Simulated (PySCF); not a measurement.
Compound: C7H6F3 (doublet state).
SMILES with atom numbers: `[F:1][C:2]([F:3])=[C:4]([F:5])[C:6]12[CH2:7][C:8]([CH2:9]1)[CH2:10]2` (hydrogens: H11, H12 on C7; H13, H14 on C9; H15, H16 on C10)

Structure used (GFN2-xTB), in Å, numbered top down from 1:
```
atom  x, y, z in Å
F1     1.923   -1.281    1.464
C2     2.200   -0.163    0.806
F3     3.468    0.180    0.976
C4     1.307    0.505    0.083
F5     1.696    1.630   -0.549
C6    -0.111    0.128   -0.116
C7    -0.846   -1.060    0.521
C8    -1.815   -0.288   -0.387
C9    -0.745   -0.217   -1.483
C10   -1.317    1.041    0.195
H11   -0.545   -2.052    0.203
H12   -1.019   -1.013    1.591
H13   -0.433   -1.151   -1.938
H14   -0.820    0.588   -2.205
H15   -1.521    1.234    1.243
H16   -1.430    1.929   -0.418
```

The hyperfine couplings belong to this conformer and change with its torsions.

Level of theory: UKS B3LYP, pcH-1 on C F H, non-relativistic, mean-field spin-orbit, GIAO in PySCF. Isolated species at its GFN2-xTB geometry (one conformer only). Couplings are sensitive to structure, and on GFN2-xTB geometries they can be far from those on DFT ones. No stability test was run, so a lower SCF solution isn't excluded.

(1) What is the g tensor, term by term?

(2) Average each term over the three axes. Which is largest in size?

(3) What are the electron Larmor frequencies g μB B/h along the three axes at 1200 mT?

(4) In a frozen sample, at which fields do the three g values resonate at 9.5, 34, 94 and 263 GHz (hyperfine left aside), and which band first spreads them over more than twice a line width of 1.0 mT?

Answers

(1) 
| Δg (ppm) | 1 | 2 | 3 |
| --- | --- | --- | --- |
| relativistic mass correction | -175 | -175 | -175 |
| gauge correction | 8 | 18 | 10 |
| orbital Zeeman/spin–orbit | -31 | 705 | 756 |
| total | -198 | 547 | 591 |

So g = 2.00212, 2.00287, 2.00291 and g_iso = 2.00263; the tensor is close to axial: the two nearest values differ by 6 % of g3 − g1. 

(2) The orbital-Zeeman/spin–orbit term 477, the mass correction -175 and the gauge correction 12 ppm, for a total of 313 ppm. The orbital-Zeeman/spin–orbit term is the largest in size. The mass correction is the same along every axis, so the anisotropy comes from the other two: their spans along these axes are 10 (gauge) and 787 ppm (orbital Zeeman/spin–orbit).

(3) 33.6266, 33.6391, 33.6399 GHz for g1, g2 and g3, a range of 13.3 MHz.

(4) 
```csv
band,GHz,B(g3) mT,B(g2) mT,B(g1) mT,spread mT
X,9.5,338.88,338.89,339.02,0.13
Q,34.0,1212.85,1212.87,1213.32,0.48
W,94.0,3353.16,3353.24,3354.49,1.32
J,263.0,9381.72,9381.93,9385.42,3.70
```

The spread grows in proportion to the frequency. J band is the first where it exceeds 2.0 mT.

Largest spin populations (Mulliken): C8 (+0.82) and C4 (+0.06). No atom but C8 exceeds +0.15. The angles at C8 add up to 271.0°, so it is pyramidal.

The HOMO–LUMO gaps are 5.92 eV among the α and 5.03 eV among the β orbitals.

On one thread, Arm Neoverse V2 (aarch64), on a shared host, this took 89 s (with the writing of density and orbital grids) and 1.1 GiB of memory at its peak.
